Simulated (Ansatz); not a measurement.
Reactions of `O[SiH2]C#C[SiH3]`.

Computed with Ansatz on PBE0-D4/def2-TZVP structures; ΔE is electronic, products minus reactants. CCSD(T)/CBS adds triple-zeta CCSD(T) − MP2 to the extrapolated MP2 energy (def2 sets, frozen cores). This one scheme is used for every species. Functionals use def2-TZVPP. B3LYP here is the variant with VWN-RPA as its local correlation; programs differ in this. Elements past krypton have def2 core potentials. For Ge, Sn, Te outer-core shells are correlated without core-valence functions, which leaves a few kJ/mol of doubt a bond. Scalar relativity is left out up to krypton. Each species was taken in one conformer, which may not be the lowest.

```json
{"reaction": "`O[SiH2]C#C[SiH3]` + `N=C(N)S` → `N=C(S)N[SiH2]O` + `C#C[SiH3]`", "B2PLYP (eV)": "-0.14", "PBE-D4 (eV)": "-0.10", "B3LYP-D4 (eV)": "-0.17", "HF/CBS(def2) (eV)": "-0.17", "CCSD(T)/CBS(def2) (eV)": "-0.19"}
{"reaction": "`O[SiH2]C#C[SiH3]` + `[SiH3]CS` → `O[SiH2]SC[SiH3]` + `C#C[SiH3]`", "B2PLYP (eV)": "-0.15", "PBE-D4 (eV)": "-0.25", "B3LYP-D4 (eV)": "-0.20", "HF/CBS(def2) (eV)": "-0.07", "CCSD(T)/CBS(def2) (eV)": "-0.22"}
{"reaction": "`O[SiH2]C#C[SiH3]` + `O[SiH2]N[SiH3]` → `O[SiH]([SiH3])N[SiH3]` + `C#C[SiH2]O`", "B2PLYP (eV)": "0.53", "PBE-D4 (eV)": "0.30", "B3LYP-D4 (eV)": "0.44", "HF/CBS(def2) (eV)": "0.67", "CCSD(T)/CBS(def2) (eV)": "0.46"}
{"reaction": "`O[SiH2]C#C[SiH3]` + `[GeH3][O]C[TeH]` → `O[SiH2]C[TeH]` + `[SiH3]C#C[O][GeH3]`", "B2PLYP (eV)": "0.01", "PBE-D4 (eV)": "-0.14", "B3LYP-D4 (eV)": "-0.04", "HF/CBS(def2) (eV)": "0.07", "CCSD(T)/CBS(def2) (eV)": "0.02"}
{"reaction": "`O[SiH2]C#C[SiH3]` + H₂ → `C#C[SiH3]` + `O[SiH3]`", "B2PLYP (eV)": "0.23", "PBE-D4 (eV)": "0.30", "B3LYP-D4 (eV)": "0.26", "HF/CBS(def2) (eV)": "0.05", "CCSD(T)/CBS(def2) (eV)": "0.26"}
{"reaction": "`O[SiH2]C#C[SiH3]` + `O[SiH](Cl)Cl` → `O[SiH2]O[SiH](Cl)Cl` + `C#C[SiH3]`", "B2PLYP (eV)": "-0.89", "PBE-D4 (eV)": "-0.76", "B3LYP-D4 (eV)": "-0.92", "HF/CBS(def2) (eV)": "-1.04", "CCSD(T)/CBS(def2) (eV)": "-0.92"}
{"reaction": "`O[SiH2]C#C[SiH3]` + `C[S][Sn][OH]` → `C[S][Sn][O][SiH3]` + `C#C[SiH2]O`", "B2PLYP (eV)": "-0.75", "PBE-D4 (eV)": "-0.60", "B3LYP-D4 (eV)": "-0.75", "HF/CBS(def2) (eV)": "-0.90", "CCSD(T)/CBS(def2) (eV)": "-0.76"}
{"reaction": "`O[SiH2]C#C[SiH3]` + `[OH][GeH2][SiH3]` → `[OH][GeH]([SiH3])[SiH3]` + `C#C[SiH2]O`", "B2PLYP (eV)": "0.23", "PBE-D4 (eV)": "0.10", "B3LYP-D4 (eV)": "0.17", "HF/CBS(def2) (eV)": "0.34", "CCSD(T)/CBS(def2) (eV)": "0.17"}
{"reaction": "`O[SiH2]C#C[SiH3]` + `[NH2][AlH2]` → `O[SiH2][NH][AlH2]` + `C#C[SiH3]`", "B2PLYP (eV)": "-0.28", "PBE-D4 (eV)": "-0.23", "B3LYP-D4 (eV)": "-0.28", "HF/CBS(def2) (eV)": "-0.34", "CCSD(T)/CBS(def2) (eV)": "-0.32"}
{"reaction": "`O[SiH2]C#C[SiH3]` + `C=CC[SiH3]` → `[SiH3]/C=C/C[SiH3]` + `C#C[SiH2]O`", "B2PLYP (eV)": "0.36", "PBE-D4 (eV)": "0.32", "B3LYP-D4 (eV)": "0.34", "HF/CBS(def2) (eV)": "0.40", "CCSD(T)/CBS(def2) (eV)": "0.33"}
```

Largest T1 diagnostic: 0.016, for `C[S][Sn][OH]`.
